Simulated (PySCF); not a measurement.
C3H6F2Si, SMILES C(/F)=C/[SiH2]CF. Atoms are numbered in the order given.

```xyz
12

F      1.3859     1.5921     0.0000
C      0.1615     2.1458     0.0000
C     -0.9503     1.4170     0.0000
Si    -1.0271    -0.4563     0.0000
C      0.7086    -1.2262     0.0000
F      0.5554    -2.6102     0.0000
H      0.2213     3.2401     0.0000
H     -1.8811     1.9951     0.0000
H     -1.7663    -0.9251     1.2072
H     -1.7663    -0.9251    -1.2072
H      1.2905    -0.9266    -0.8882
H      1.2905    -0.9266     0.8882
```

The structure is a stationary point at ωB97X-D3(BJ)/def2-SVP. The structure was generated by enumeration; whether it is a known compound was not checked. Other conformers were not sampled.

Calculation: TDA-PBE/def2-SVPD in PySCF 2.14.0.

Vertical excitations.  State labels are in the subgroup Cs.

Problem. Give excitation energies, oscillator strengths and character. (The exact figures need the calculation; the answer reports its results.)

Solution. 
```json
[
 {"state": "S1", "symmetry": "A\"", "energy (eV)": "5.62", "λ (nm)": "221", "f": "0.001", "main pairs": "HOMO−1→LUMO 100 %"},
 {"state": "S2", "symmetry": "A'", "energy (eV)": "6.43", "λ (nm)": "193", "f": "0.037", "main pairs": "HOMO−2→LUMO 87 %"},
 {"state": "S3", "symmetry": "A\"", "energy (eV)": "6.50", "λ (nm)": "191", "f": "0.002", "main pairs": "HOMO→LUMO+1 99 %"},
 {"state": "S4", "symmetry": "A\"", "energy (eV)": "6.55", "λ (nm)": "189", "f": "0.000", "main pairs": "HOMO→LUMO+2 99 %"},
 {"state": "S5", "symmetry": "A'", "energy (eV)": "6.88", "λ (nm)": "180", "f": "0.113", "main pairs": "HOMO−1→LUMO+1 47 %, HOMO→LUMO 24 %, HOMO−4→LUMO 12 %, HOMO−1→LUMO+2 9 %"},
 {"state": "S6", "symmetry": "A'", "energy (eV)": "6.92", "λ (nm)": "179", "f": "0.069", "main pairs": "HOMO−1→LUMO+1 51 %, HOMO−4→LUMO 22 %, HOMO→LUMO 16 %"},
 {"state": "S7", "symmetry": "A'", "energy (eV)": "7.13", "λ (nm)": "174", "f": "0.121", "main pairs": "HOMO−1→LUMO+2 82 %"},
 {"state": "S8", "symmetry": "A\"", "energy (eV)": "7.14", "λ (nm)": "174", "f": "0.001", "main pairs": "HOMO−3→LUMO 89 %"},
 {"state": "S9", "symmetry": "A\"", "energy (eV)": "7.37", "λ (nm)": "168", "f": "0.001", "main pairs": "HOMO→LUMO+3 91 %"},
 {"state": "S10", "symmetry": "A\"", "energy (eV)": "7.51", "λ (nm)": "165", "f": "0.007", "main pairs": "HOMO→LUMO+4 99 %"},
 {"state": "T1", "symmetry": "A'", "energy (eV)": "4.33", "λ (nm)": "286", "f": "0", "main pairs": "HOMO→LUMO 97 %"},
 {"state": "T2", "symmetry": "A\"", "energy (eV)": "5.55", "λ (nm)": "224", "f": "0", "main pairs": "HOMO−1→LUMO 100 %"},
 {"state": "T3", "symmetry": "A\"", "energy (eV)": "6.35", "λ (nm)": "195", "f": "0", "main pairs": "HOMO→LUMO+1 98 %"},
 {"state": "T4", "symmetry": "A'", "energy (eV)": "6.36", "λ (nm)": "195", "f": "0", "main pairs": "HOMO−2→LUMO 96 %"}
]
```
Triplets are in the Tamm–Dancoff approximation.
